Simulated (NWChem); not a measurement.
System: C$_{2}$H$_{5}$NSi; SMILES N[SiH2]C#C

```xyz
9

C      0.3373    -2.3561     0.0159
C     -0.0140    -1.1908     0.0164
Si    -0.5607     0.5660    -0.0110
N      0.8282     1.5884     0.0370
H      0.6481    -3.3860     0.0214
H     -1.3752     0.8701     1.2012
H     -1.4465     0.7029    -1.2122
H      0.7330     2.5451     0.3572
H      1.5530     1.5062    -0.6668
```
Atoms are numbered in this order, from 1.

Results from NWChem. The geometry was optimised at PBE0/def2-SVP.

Question: Taking PBE0/pcseg-2 as the yardstick, which of these has the fewest basis functions while keeping “highest occupied level (eV)” within 0.2 eV of it: PBE0/aug-pcseg-1; PBE0/pcseg-1; PBE0/def2-SVP; PBE0/STO-3G?

Answer: PBE0/pcseg-1.
```
level             basis functions  highest occupied level (eV)  relative time (rough)
----------------  ---------------  ---------------------------  ---------------------
PBE0/STO-3G                    29                        -3.90                      1
PBE0/pcseg-1                   85                        -7.49                      4
PBE0/def2-SVP                  85                        -7.30                      3
PBE0/aug-pcseg-1              141                        -7.58                     10
PBE0/pcseg-2                  194                        -7.57                     20
```

The yardstick is one finite set, not the basis-set limit.
